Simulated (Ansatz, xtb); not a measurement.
# Two isomers of C6H10Cl+

Structure I: `C[C+]1CC[C@H](Cl)C1`, a singlet. Structure II: `C/C=C(\Cl)[C+](C)C`, a singlet. Both are isolated ions in the gas phase, relaxed with B3LYP-D3(BJ)/def2-SVP; the shapes shown needn't be the lowest conformers.

I (Å):

```json
{"atom": "C", "x (Å)": "0.1171", "y (Å)": "-0.1452", "z (Å)": "1.6001"}
{"atom": "C", "x (Å)": "0.2358", "y (Å)": "-0.1441", "z (Å)": "0.1479"}
{"atom": "C", "x (Å)": "0.7574", "y (Å)": "0.9606", "z (Å)": "-0.6526"}
{"atom": "C", "x (Å)": "0.9873", "y (Å)": "0.3991", "z (Å)": "-2.0654"}
{"atom": "C", "x (Å)": "-0.0752", "y (Å)": "-0.7025", "z (Å)": "-2.1650"}
{"atom": "C", "x (Å)": "-0.1211", "y (Å)": "-1.2659", "z (Å)": "-0.7329"}
{"atom": "Cl", "x (Å)": "-1.6935", "y (Å)": "0.0005", "z (Å)": "-2.5536"}
{"atom": "H", "x (Å)": "-0.6895", "y (Å)": "-0.7941", "z (Å)": "1.9703"}
{"atom": "H", "x (Å)": "0.0726", "y (Å)": "0.8678", "z (Å)": "2.0264"}
{"atom": "H", "x (Å)": "1.0723", "y (Å)": "-0.5880", "z (Å)": "1.9658"}
{"atom": "H", "x (Å)": "1.5391", "y (Å)": "1.5689", "z (Å)": "-0.1704"}
{"atom": "H", "x (Å)": "-0.1513", "y (Å)": "1.6189", "z (Å)": "-0.6725"}
{"atom": "H", "x (Å)": "1.9930", "y (Å)": "-0.0482", "z (Å)": "-2.1328"}
{"atom": "H", "x (Å)": "0.8972", "y (Å)": "1.1547", "z (Å)": "-2.8548"}
{"atom": "H", "x (Å)": "0.1352", "y (Å)": "-1.4638", "z (Å)": "-2.9239"}
{"atom": "H", "x (Å)": "0.7392", "y (Å)": "-1.9668", "z (Å)": "-0.5924"}
{"atom": "H", "x (Å)": "-1.0183", "y (Å)": "-1.8305", "z (Å)": "-0.4361"}
```

II (Å):

```yaml
atoms:
  - { symbol: C, position_ang: [-3.0304, -0.9739, 0.3211] }
  - { symbol: C, position_ang: [-2.0314, -0.2480, -0.4664] }
  - { symbol: C, position_ang: [-0.6558, -0.3396, -0.3572] }
  - { symbol: C, position_ang: [0.2283, 0.4138, -1.1740] }
  - { symbol: C, position_ang: [-0.2193, 1.3632, -2.2180] }
  - { symbol: C, position_ang: [1.6864, 0.2625, -0.9953] }
  - { symbol: Cl, position_ang: [0.0333, -1.4169, 0.8246] }
  - { symbol: H, position_ang: [-3.7145, -0.2422, 0.7939] }
  - { symbol: H, position_ang: [-3.6837, -1.5417, -0.3710] }
  - { symbol: H, position_ang: [-2.6042, -1.6431, 1.0758] }
  - { symbol: H, position_ang: [-2.4197, 0.4397, -1.2226] }
  - { symbol: H, position_ang: [-1.2988, 1.4745, -2.3513] }
  - { symbol: H, position_ang: [0.2372, 1.0591, -3.1783] }
  - { symbol: H, position_ang: [0.2249, 2.3517, -1.9980] }
  - { symbol: H, position_ang: [1.9657, -0.8000, -1.1271] }
  - { symbol: H, position_ang: [1.9549, 0.4803, 0.0556] }
  - { symbol: H, position_ang: [2.2684, 0.8947, -1.6754] }
```

Quicker runs give these differences E(II) − E(I): GFN2-xTB +50.0 kJ/mol; HF/STO-3G +117.0 kJ/mol (at GFN2-xTB geometries); r2SCAN-D4/def2-SVP +9.8 kJ/mol (at GFN2-xTB geometries).

Task: Estimate E(II) − E(I) at the level CCSD(T)/def2-SVP + ΔMP2/def2-TZVPP.

Result: Calculated at CCSD(T)/def2-SVP + ΔMP2/def2-TZVPP: E(II) − E(I) = +19.4 kJ/mol, so structure I lies lower.

Level by level:

```tsv
level	geometry	E(II) − E(I) (kJ/mol)	departure from the last row (kJ/mol)	job, with rough time for the two
GFN2-xTB	GFN2-xTB	+50.0	+30.6	optimisation, 0.23 s
HF/STO-3G	GFN2-xTB	+117.0	+97.6	single point, 0.36 s
r2SCAN-D4/def2-SVP	GFN2-xTB	+9.8	−9.5	single point, 3.9 s
B3LYP-D3(BJ)/def2-SVP	B3LYP-D3(BJ)/def2-SVP	+2.8	−16.6	optimisation, 53 s
HF/def2-SVP	B3LYP-D3(BJ)/def2-SVP	+23.6	+4.2	part of the CCSD(T) run
MP2/def2-SVP	B3LYP-D3(BJ)/def2-SVP	+21.7	+2.3	part of the CCSD(T) run
CCSD(T)/def2-SVP	B3LYP-D3(BJ)/def2-SVP	+18.1	−1.3	single point
CCSD(T)/def2-SVP + ΔMP2/def2-TZVPP	B3LYP-D3(BJ)/def2-SVP	+19.4		single point, 95 s
```

As drawn, II has 1 C=C in place of 2 C–C. Structure I has a 5-membered ring, II no ring.

The levels shown agree on the order. The largest departure from CCSD(T)/def2-SVP + ΔMP2/def2-TZVPP is that of HF/STO-3G, 97.6 kJ/mol. The last row adds to CCSD(T) the change of the MP2 difference between the two basis sets, here +1.3 kJ/mol.

With thermal terms from frequencies at re-optimised GFN2-xTB minima (ideal gas, soft modes damped towards free rotors, one conformer each, 298.15 K, 1 atm): on the last row, ΔE + ΔZPE = +12.4, ΔH = +16.8, ΔG = +7.2 kJ/mol.

The correlated steps freeze 11 core orbitals. Mirror images aren't counted in ΔG. Programs: Ansatz 0.2.0, xtb 6.7.1; the last row on 4 threads of Arm Neoverse V2 on a shared host.
